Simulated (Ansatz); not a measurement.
C2H2F (SMILES [CH]=CF), doublet, geometry from GFN2-xTB; Ansatz (a first-principles code) with R2SCAN/6-31G**.

Here is a job for Ansatz.
Ansatz 0.2 input:
```yaml
crystal:
  periodic: [false, false, false]
  atoms:
    - {symbol: C, position_ang: [0.03831317, 0.37748676, -0.00198934]}
    - {symbol: C, position_ang: [1.23935301, -0.08688495, -0.03729312]}
    - {symbol: F, position_ang: [-1.07331666, -0.38169762, 0.03330233]}
    - {symbol: H, position_ang: [-0.24782299, 1.43729641, 0.00433304]}
    - {symbol: H, position_ang: [2.24167587, 0.25437132, -0.06835927]}
basis:
  gaussian:
    orbitals: 6-31G__.json
hamiltonian:
  xc: r2scan
magnetization: {spin_polarized: true, initial_magnetization: 1}
accuracy: high
```
The basis file holds 6-31G** in the JSON format of the Basis Set Exchange.

Task: Write the output that Ansatz gives for this input, abridged.

Result: 
```
Functional definition: r2SCAN
1157 factors; integrals over basis functions are off by at most 3.3e-9 eV
mean field evaluation 1: about -4815.2378 eV, gradient 2.1e1 eV
mean field evaluation 2: about -4815.3827 eV, gradient 2.0e1 eV
mean field evaluation 4: about -4817.4973 eV, gradient 1.7e0 eV
mean field evaluation 8: about -4817.5145 eV, gradient 1.8e-1 eV
mean field evaluation 16: about -4817.5155 eV, gradient 1.4e-4 eV
mean field -4817.51549811 eV, -177.0404291262 hartree, gradient 4.3e-8 eV, S^2 0.765072; 0 other end points of the search recorded, 0 dependent functions left out
reference -4817.51549880 eV, -177.0404291516 hartree; 12, 11 occupied and 43, 44 virtual orbitals, 1157 factors
Total energy: -4817.51549880 eV, -177.0404291516 hartree
```
